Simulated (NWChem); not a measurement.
Molecule: BiCl2, doublet; SMILES [Cl][Bi][Cl]

Computed with NWChem. Spin-unrestricted. In the optimisation the excess spin sits in b2 (C2v, its own frame). Geometry: optimised at PBE0/def2-SVP, spin-unrestricted. This spin state was assumed; another may lie lower. No stability test was run on the SCF state. def2 effective core potentials on Bi; no spin-orbit coupling. Total energies compare along this basis series because the functional is fixed.

```tsv
level	basis functions	energy (Ha)	highest occupied level (eV)	lowest empty minus highest occupied level, either spin (eV)	dipole (D)	<S²>	relative time
PBE0/def2-SVP	62	-1134.5117	-6.16	2.84	3.87	0.753	1
PBE0/def2-SVPD	86	-1134.5321	-6.41	2.88	3.87	0.753	2
PBE0/def2-TZVP	124	-1134.8431	-6.32	2.90	3.83	0.753	4
PBE0/def2-TZVPP	134	-1134.8432	-6.32	2.90	3.83	0.753	4
```

The last column is a rough cost ratio, cheapest run = 1.
